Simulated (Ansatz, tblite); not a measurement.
Mg oxide hydroxide: vertical triplet (eV) at several levels, gas phase, relaxed structures; Ansatz, xTB through tblite. Clusters are the lowest isomers that short searches found in that spin, judged at the geometry's level. xTB has no spin-polarisation term. The structures are stationary points that may keep the symmetry of their start. Remarks come from the PBE and PBE0 runs and from stability tests at other levels; not every state was tested. HOMO above LUMO (over both spins in singlets and doublets, within one spin in higher multiplets; at PBE or PBE0), or a gap under 0.15 eV within one spin, warns that the state may not be the lowest or that an electron is smeared out.

```json
{"species": "MgO2H2", "state": "singlet", "geometry": "B3LYP-D4/def2-TZVP", "GFN1-xTB": "4.61", "GFN2-xTB": "2.69", "PBE-D4/def2-TZVP": "4.53", "r2SCAN-D4/def2-TZVP": "4.80", "PBE0-D4/def2-TZVP": "5.09", "remarks": "gap within one spin near zero at PBE or PBE0 (triplet)"}
{"species": "Mg2O3H2", "state": "singlet", "geometry": "r2SCAN-D4/def2-SVP", "GFN1-xTB": "2.44", "GFN2-xTB": "1.99", "PBE-D4/def2-TZVP": "1.59", "r2SCAN-D4/def2-TZVP": "1.50", "PBE0-D4/def2-TZVP": "1.55", "remarks": "–"}
```

**Question.** Estimate the rows for Mg4O7H6 (with an O–O bond) (singlet, PBE0-D4/def2-SVP geometry).

**Answer.** 
```csv
species,state,geometry,GFN1-xTB,GFN2-xTB,PBE-D4/def2-TZVP,r2SCAN-D4/def2-TZVP,PBE0-D4/def2-TZVP,remarks
Mg4O7H6 (with an O–O bond),singlet,PBE0-D4/def2-SVP,3.17,1.89,3.57,3.54,3.68,"restricted SCF unstable in HF, gap within one spin near zero at PBE or PBE0 (triplet)"
```

Over the 3 species that have every level, the mean is 3.41 at GFN1-xTB, 2.19 at GFN2-xTB, 3.23 at PBE-D4/def2-TZVP, 3.28 at r2SCAN-D4/def2-TZVP, 3.44 at PBE0-D4/def2-TZVP.
